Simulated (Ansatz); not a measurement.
```yaml
crystal:
  periodic: [false, false, false]
  atoms:
    - {symbol: Pt, position_ang: [-0.045351, 0.205031, -1.434274]}
    - {symbol: Au, position_ang: [-1.166900, -0.859078, 0.603535]}
    - {symbol: Au, position_ang: [1.222793, 0.609571, 0.768886]}
basis:
  gaussian: {orbitals: def2-mTZVPP}
hamiltonian: {xc: {name: B97}}
output: {forces: true}
```

```sh
$ ansatz run in.yaml --threads 2 --pin off --events-out ev --progress --plain --max-ram 4352MiB
```

It prints (some lines left out):

```
Functional definition: B97
1282 factors; integrals over basis functions are off by at most 8.8e-5 eV
mean field evaluation 1: about -10629.9543 eV, gradient 5.2e1 eV
mean field evaluation 2: about -10266.2114 eV, gradient 3.0e2 eV
mean field evaluation 4: about -10631.3080 eV, gradient 4.4e1 eV
mean field evaluation 8: about -10635.9230 eV, gradient 4.5e-1 eV
mean field evaluation 16: about -10635.9244 eV, gradient 9.5e-4 eV
mean field -10635.92442927 eV, -390.8630134872 hartree, gradient 3.3e-5 eV, S^2 0.000000; 0 other end points of the search recorded, 0 dependent functions left out
reference -10635.92445480 eV, -390.8630144254 hartree; 28, 28 occupied and 80, 80 virtual orbitals, 1282 factors
Total energy: -10635.92445480 eV, -390.8630144254 hartree
Atom 0 at    -0.045351     0.205031    -1.434274 Å, force     0.066554     0.108582    -0.377355 eV/Å
Atom 1 at    -1.166900    -0.859078     0.603535 Å, force    -0.261965    -0.207353     0.243485 eV/Å
Atom 2 at     1.222793     0.609571     0.768886 Å, force     0.195411     0.098771     0.133870 eV/Å
Dipole moment:     0.006266    -0.024572     0.160841 e Å
```

Run time 9.5 s (2 threads of Arm Neoverse V1 on a shared host).

In the def2 sets Au, Pt take a core potential; there is no spin–orbit coupling.
